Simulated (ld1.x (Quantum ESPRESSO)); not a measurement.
# How hard is this Co (Z = 27) TM potential?

ld1.x (Quantum ESPRESSO) 7.5 input, shortened:

```
&input
   title='Co', zed=27., rel=1, dft='PBE', iswitch=3,
   config='[Ar] 3d7 4s2 4p0'
 /
 &inputp
   pseudotype=2, tm=.true., lloc=0,
   nlcc=.true., rcore=0.65
 /
3
3P  2  1   6.00   0.00  0.70  0.70  0.0
3D  3  2   7.00   0.00  1.75  1.75  0.0
3S  1  0   2.00   0.00  1.00  1.00  0.0
 &test
   configts(1)='3s2 3p6 3d7 4s2 4p0'
 /
```

Occupied shells without a wave of their own: 4s. They enter only through the test configuration that unscreens the potential, and ld1.x also counts them in the model core charge.

The pseudo-atom Hamiltonian at the reference potential is diagonalised in spherical Bessel functions j_l(qr) that vanish at 20 bohr, with q² up to the cutoff. All-electron valence levels (Ry): 3p -4.8242, 4p -0.0938, 3d -0.6030, 3s -7.5266, 4s -0.4020.

**Question.** How do the lowest levels (Ry) of each channel move with the cutoff, and are there ghosts?

**Answer.**

```tsv
cutoff (Ry)	p #1	p #2	d #1	d #2	s #1	s #2	s #3	f #1	Σ f·Δε (mRy)
8	-1.5372	-0.0109	0.0596	0.1395	-6.4618	-0.3027	0.0132	0.1121	26726.5
18	-3.3660	-0.0514	0.0587	0.1345	-7.1919	-0.3997	0.0038	0.1121	14092.3
35	-4.5919	-0.0854	0.0207	0.0752	-7.2716	-0.4054	0.0032	0.1121	6300.6
55	-4.7946	-0.0941	-0.4859	0.0622	-7.4655	-0.4151	0.0024	0.1121	1130.9
90	-4.8065	-0.0949	-0.6021	0.0619	-7.5129	-0.4201	0.0020	0.1121	141.3
140	-4.8215	-0.0955	-0.6028	0.0619	-7.5228	-0.4204	0.0020	0.1121	26.4
230	-4.8239	-0.0956	-0.6030	0.0619	-7.5263	-0.4207	0.0019	0.1121	3.2
400	-4.8243	-0.0957	-0.6030	0.0619	-7.5266	-0.4207	0.0019	0.1121	0.0
```

Result: no extra level below or beside the all-electron valence levels (p, d, s, f tested); 10 mRy is reached at 160 Ry and 1 mRy at 300 Ry.

ld1.x takes every shell without a wave as core, so the model core holds the 4s electrons as well and exchange and correlation see them twice. This cancels in the reference configuration, but the file is broken for other ones, and its errors say nothing about a proper core correction. Its largest configuration-test error is -2634 meV.
